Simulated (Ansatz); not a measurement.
Cost and result for the atomization energy of H8N2OSi2, SMILES `N[SiH](N)O[SiH3]` (13 atoms, 12 bonds).

```xyz
13

N    -0.373   -1.584   -0.786
Si    0.852   -0.486   -0.324
N     1.075    0.554   -1.652
O     0.330    0.183    1.083
Si   -0.983    0.944    1.685
H    -0.835   -2.154   -0.096
H    -0.323   -2.050   -1.677
H     2.195   -1.023    0.000
H     1.927    1.077   -1.765
H     0.297    0.992   -2.117
H    -1.550    1.899    0.695
H    -0.577    1.689    2.903
H    -2.036   -0.041    2.050
```

Charge 0, multiplicity 1. The structure was optimised at the PBE0-D4/def2-TZVP level. It is one conformer, not always the lowest. Program: Ansatz. All runs use 2 threads of an AMD EPYC 7R13 on a shared host and a share of an NVIDIA H100 80 GB. Times are those of one run each, without the atoms' runs, and a repeat can differ threefold. Electronic energies, without spin–orbit coupling; frozen cores. CCSD(T)/CBS adds CCSD(T) − MP2 in def2-TZVPP to the MP2 limit, and its time is that of the two runs behind it. T1 = 0.011. B3LYP takes the VWN-RPA correlation (the form of Gaussian; ORCA's B3LYP/G).

CCSD(T)/CBS is a level of theory with its own doubt, some kJ/mol a heavy atom from the limit and from the frozen cores, so smaller differences don't rank the functionals.

| level | functions | wall time |
| --- | --- | --- |
| PBE0-D4/def2-TZVPP | 289 | 1.8 s |
| B3LYP-D4/def2-TZVPP (with forces) | 289 | 2.1 s |
| PBE-D4/def2-TZVPP (with forces) | 289 | 2.2 s |
| B2PLYP/def2-TZVPP | 289 | 2.3 s |
| ωB97X-V/def2-TZVPP | 289 | 2.5 s |
| r2SCAN-D4/def2-TZVPP (with forces) | 289 | 2.9 s |
| ωB97M-V/def2-TZVPP (with forces) | 289 | 2.9 s |
| MP2/def2-QZVPP | 551 | 3.1 s |
| CCSD(T)/def2-TZVPP | 289 | 3.2 s |
| CCSD(T)/CBS(def2) | – | 6.3 s |

(1) What atomization energy does each give, and how far from CCSD(T)/CBS? (Estimate.)

## Answers

(1) Ansatz gave: 
```json
{"level": "PBE0-D4/def2-TZVPP", "atomization (kJ/mol)": "4534.3", "difference from CCSD(T)/CBS": "-76.8", "per bond": "-6.4"}
{"level": "B3LYP-D4/def2-TZVPP (with forces)", "atomization (kJ/mol)": "4602.9", "difference from CCSD(T)/CBS": "-8.2", "per bond": "-0.7"}
{"level": "PBE-D4/def2-TZVPP (with forces)", "atomization (kJ/mol)": "4601.6", "difference from CCSD(T)/CBS": "-9.5", "per bond": "-0.8"}
{"level": "B2PLYP/def2-TZVPP", "atomization (kJ/mol)": "4544.8", "difference from CCSD(T)/CBS": "-66.3", "per bond": "-5.5"}
{"level": "ωB97X-V/def2-TZVPP", "atomization (kJ/mol)": "4623.0", "difference from CCSD(T)/CBS": "11.9", "per bond": "1.0"}
{"level": "r2SCAN-D4/def2-TZVPP (with forces)", "atomization (kJ/mol)": "4568.4", "difference from CCSD(T)/CBS": "-42.7", "per bond": "-3.6"}
{"level": "ωB97M-V/def2-TZVPP (with forces)", "atomization (kJ/mol)": "4615.2", "difference from CCSD(T)/CBS": "4.1", "per bond": "0.3"}
{"level": "MP2/def2-QZVPP", "atomization (kJ/mol)": "4598.9", "difference from CCSD(T)/CBS": "-12.2", "per bond": "-1.0"}
{"level": "CCSD(T)/def2-TZVPP", "atomization (kJ/mol)": "4460.8", "difference from CCSD(T)/CBS": "-150.3", "per bond": "-12.5"}
{"level": "CCSD(T)/CBS(def2)", "atomization (kJ/mol)": "4611.1", "difference from CCSD(T)/CBS": "0.0", "per bond": "0.0"}
```

In def2-TZVPP, CCSD(T) changes the Hartree–Fock value by +1181.0 kJ/mol (the triples alone add +56.5 kJ/mol) and MP2 by +1227.8 kJ/mol; breaking electron pairs costs correlation energy, which Hartree–Fock lacks. The D4 term adds +46.0 kJ/mol with B3LYP and +24.4 kJ/mol with PBE0; it sums over pairs of atoms, weighted by their polarisabilities, and B3LYP, whose exchange is more repulsive, gets the larger term. From PBE to PBE0 (25 % exact exchange), in def2-TZVPP and without D4, the atomization energy moves by −63.1 kJ/mol: exact exchange takes away binding that semilocal exchange gives to molecules.
